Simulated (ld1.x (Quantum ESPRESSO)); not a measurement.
# Varying the PAW potential for Ce

Base potential:

ld1.x (Quantum ESPRESSO) 7.5 input, shortened:

```
&input
   title='Ce', zed=58., rel=2, dft='PBESOL', iswitch=3,
   config='[Xe] 4f1 5d1 6s1 6p1', rel_dist='average'
 /
 &inputp
   pseudotype=3, lpaw=.true., tm=.true., lloc=-1, rcloc=2.15,
   nlcc=.true., new_core_ps=.true., rcore=1.25,
   which_augfun='PSQ', rmatch_augfun_nc=.true.
 /
8
5S  1  0   2.00   0.00  2.10  2.25  0.0
6S  2  0   1.00   0.00  2.10  2.25  0.0
5P  2  1   6.00   0.00  2.30  2.75  0.0
6P  3  1   1.00   0.00  2.30  2.75  0.0
4D  3  2  10.00   0.00  1.15  1.40  0.0
5D  4  2   1.00   0.00  1.15  1.40  0.0
4F  4  3   1.00   0.00  1.90  2.00  0.0
4F  4  3   0.00   1.05  1.90  2.00  0.0
 &test
   configts(1)='4d10 4f1 5s2 5p6 5d1 6s1 6p1'
 /
```

Open shells are filled in proportion to 2j + 1 (rel_dist='average').

Cutoffs, loose and tight: the cutoffs (Ry, on a coarse ladder) from which the occupation-weighted sum of valence levels, in a spherical-Bessel basis at the reference potential, stays within 10 and 1 mRy of its value at 400 Ry. They do not see the model core or the augmentation charge, which bear on the density cutoff. Test errors are all-electron minus pseudo excitation energies from the reference, over the configurations 4d10 4f1 5s2 5p6 5d1 6s2 6p0; 4d10 4f1 5s2 5p6 5d1 6s1 6p0; 4d10 4f1 5s2 5p6 5d1 6s0 6p0; 4d10 4f1 5s2 5p6 5d0 6s0 6p0; 4d10 4f1 5s2 5p6 5d2 6s0 6p0; 4d10 4f1 5s2 5p6 5d1.5 6s1.5 6p0; 4d10 4f2 5s2 5p6 5d1 6s0 6p0. A dash means not determined; rows that change the core or the reference have their own tests. The largest error is taken over the tests solved by every variant that gives reliable tests at all: 4d10 4f1 5s2 5p6 5d0 6s0 6p0; 4d10 4f1 5s2 5p6 5d1 6s0 6p0; 4d10 4f1 5s2 5p6 5d1 6s1 6p0; 4d10 4f1 5s2 5p6 5d1 6s2 6p0; 4d10 4f1 5s2 5p6 5d1.5 6s1.5 6p0; 4d10 4f1 5s2 5p6 5d2 6s0 6p0.

Cutoffs are not given where the Bessel-basis levels miss the radial ones by over 6 mRy, ghosts where they miss by over 20 mRy; a channel whose overlap is not positive is not tested.

```tsv
change	outcome	bound ghosts	largest test error (meV)
base	generated	not determined	+5.8
wave 4f channel at 1.05 Ry: rcut 1.90, rcutus 2.00 bohr becomes 4f channel at -0.36 Ry: rcut 1.90, rcutus 2.00 bohr	generated	not determined	+5.7
wave 4f channel at 1.05 Ry: rcut 1.90, rcutus 2.00 bohr becomes 4f channel at -0.28 Ry: rcut 1.90, rcutus 2.00 bohr	generated	not determined	+5.7
wave 4f channel at 1.05 Ry: rcut 1.90, rcutus 2.00 bohr becomes 4f channel at -0.17 Ry: rcut 1.90, rcutus 2.00 bohr	generated	not determined	+5.5
wave 4f channel at 1.05 Ry: rcut 1.90, rcutus 2.00 bohr becomes 4f channel at -0.05 Ry: rcut 1.90, rcutus 2.00 bohr	generated	not determined	+5.7
wave 4f channel at 1.05 Ry: rcut 1.90, rcutus 2.00 bohr becomes 4f channel at 0.22 Ry: rcut 1.90, rcutus 2.00 bohr	generated	not determined	+5.7
wave 4f channel at 1.05 Ry: rcut 1.90, rcutus 2.00 bohr becomes 4f channel at 0.76 Ry: rcut 1.90, rcutus 2.00 bohr	generated	not determined	+5.8
wave 4f channel at 1.05 Ry: rcut 1.90, rcutus 2.00 bohr becomes 4f channel at 1.13 Ry: rcut 1.90, rcutus 2.00 bohr	generated	not determined	+5.8
wave 4f channel at 1.05 Ry: rcut 1.90, rcutus 2.00 bohr becomes 4f channel at 2.3 Ry: rcut 1.90, rcutus 2.00 bohr	generated	not determined	+5.7
wave 4f channel at 1.05 Ry: rcut 1.90, rcutus 2.00 bohr becomes 4f channel at 3.17 Ry: rcut 1.90, rcutus 2.00 bohr	generated	not determined	+5.3
wave 4f channel at 1.05 Ry: rcut 1.90, rcutus 2.00 bohr becomes 4f channel at 5.58 Ry: rcut 1.90, rcutus 2.00 bohr	generated	not determined	+4.3
```
